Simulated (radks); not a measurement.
Values are calculated unless marked as measured or tabulated.
Problem. The mean radii <r> (bohr) of the occupied orbitals of an atom or ion are listed with their occupations. Level of theory: scalar-relativistic Kohn-Sham, r2SCAN, spin-unpolarised, spherical densities, finite nucleus; meta-GGA in the generalised Kohn-Sham scheme; Fermi nuclear charge, rms radius of each element as measured or else 0.836 A^(1/3) + 0.57 fm (a radial shooting solver on a logarithmic mesh with Libxc functionals).

orbital  occ.      <r>
1s          2  0.05410
2s          2   0.2445
2p          6   0.2152
3s          2   0.7349
3p          6   0.7704
3d          7   0.9241
4s          2    2.413

Name the element and its charge.

Solution. Z = 28, nickel, charge +1: Ni+ in [Ar] 3d7 4s2. The 1s radius gives Z: for a bare nucleus <r> = (2 gamma + 1)/(2Z) with gamma = sqrt(1 - (Z/c)^2), 0.05282 bohr for Z = 28, and screening makes it slightly larger (0.05410 here). The occupations add up to 27, and the charge is Z minus that.
